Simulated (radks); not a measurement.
Values are calculated unless marked as measured or tabulated.
He+, 1 electrons, occupied as 1s1 (the NIST ground configuration). Level of theory: non-relativistic Kohn-Sham, LDA (Slater exchange, VWN5 correlation), spin-polarised, spherical densities, point nucleus; open shells are filled with parallel spins first (a radial shooting solver on a logarithmic mesh with Libxc functionals).

X-ray form factor f0, the Fourier transform of the density (f0(0) = 1):

sin(theta)/lambda (1/angstrom),f0 (electrons)
0.05,0.985
0.1,0.944
0.15,0.880
0.2,0.801
0.25,0.715
0.3,0.627
0.4,0.466
0.5,0.337
0.6,0.241
0.8,0.125
1,0.068
1.25,0.034
1.5,0.019
2,0.007
